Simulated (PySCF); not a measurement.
Compound: C₆H₆Cl₂F (doublet state).
Atom-mapped SMILES: `[CH3:1][C@@H:2]1[CH:3]=[C:4]([Cl:5])[C:6]([Cl:7])[C@H:8]1[F:9]` (hydrogens: H10, H11, H12 on C1; H13 on C2; H14 on C3; H15 on C8)

Computed with UKS B3LYP, pcH-1 on C Cl F H, non-relativistic, mean-field spin-orbit, GIAO (PySCF). Geometry: GFN2-xTB; no solvent, vibrations or thermal averaging. Couplings are sensitive to structure, and on GFN2-xTB geometries they can be far from those on DFT ones. No stability test was run, so a lower SCF solution isn't excluded. ⟨S²⟩ is 0.775 where a pure state has 0.75.

Principal values of hyperfine tensors in MHz (contact, dipolar and spin–orbit terms together), for some of the nuclei:

```tsv
atom	isotope	A1	A2	A3
F9	19F	122.51	125.74	259.23
C6	13C	14.81	15.08	171.23
C3	13C	3.26	4.89	150.02
C4	13C	-80.62	-39.22	-37.57
H14	1H	-65.11	-41.20	-16.53
H15	1H	33.58	34.30	41.86
C1	13C	26.82	26.86	32.38
C2	13C	-16.69	-15.82	-15.59
```

Task: Split each tensor into its isotropic and traceless parts, and turn a_iso into mT with g = 2.0042.

Result: a_iso is a third of the trace, T = A − a_iso, and a(mT) = a(MHz)/(g × 13.996). The tensors hold a spin–orbit part: the run splits a_iso into a_FC + a_SO, and T includes its anisotropic share.

```tsv
atom	a_iso (MHz)	a_FC	a_SO	a_iso (mT)	T1	T2	T3
F9	169.16	168.57	0.59	6.030	-46.65	-43.42	90.07
C6	67.04	66.67	0.38	2.390	-52.23	-51.96	104.19
C3	52.72	52.83	-0.11	1.880	-49.46	-47.84	97.30
C4	-52.47	-52.41	-0.06	-1.871	-28.15	13.25	14.90
H14	-40.95	-40.95	0.00	-1.460	-24.16	-0.25	24.41
H15	36.58	36.58	0.00	1.304	-3.00	-2.28	5.28
C1	28.68	28.69	0.00	1.023	-1.86	-1.83	3.69
C2	-16.03	-16.04	0.01	-0.572	-0.66	0.22	0.44
```

Task: What spin density at the nucleus of H14 lies behind its contact coupling (g_N = 5.58569)?

Result: a_FC = 800.24 MHz bohr³ × g_N × ρ(0)/(2S). With a_FC = -40.95 MHz and 2S = 1, ρ(0) = -0.00916 bohr⁻³. In magnitude that is 2.9 % of the 1/π = 0.318 of a free hydrogen atom.

Task: H13 (1H, g_N = 5.58569) isn't in the table. Its spin density at the nucleus is 0.008564 bohr⁻³. What is its contact coupling?

Result: By the same relation, a_FC = 38.3 MHz. Its full tensor has the principal values 34.69, 36.50, 43.65 MHz.

Task: Which nucleus of the table has the largest anisotropic coupling, and what is its form?

Result: C6: -52.2, -52.0, 104.2 MHz (the dipolar term alone has -52.8, -51.7, 104.6), axial, in the ratio −1:−1:+2, the form that spin in one p orbital centred on that nucleus gives.

Task: In a single crystal, with the field along each principal axis of the tensor of C6 in turn, what first-order splitting does this nucleus give (isotropic g, quadrupole terms neglected)?

Result: 2 lines (I = 1/2), spaced by |A_i|/(g × 13.996): 0.53, 0.54, 6.10 mT along the axes of A1, A2 and A3.
